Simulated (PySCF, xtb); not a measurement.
Sn(H)(F)(Me)2 (C₂H₇FSn), SMILES [SnH]([CH3])([CH3])[F].

GFN2-xTB in xtb at its own geometry gives an orbital gap of 4.88 eV and a dipole moment of 4.67 D.

Coordinates come from a B3LYP-D3(BJ)/def2-SVP optimisation. The structure was generated by enumeration; whether it is a known compound was not checked. The def2 effective core potentials stand for the cores of Sn; spin–orbit coupling is left out.

Q: What does PySCF with HF/def2-TZVP give? (The exact figures need the calculation; the answer reports its results.)

A: gap 13.63 eV (levels -11.10 and 2.53 eV), dipole 3.50 D.
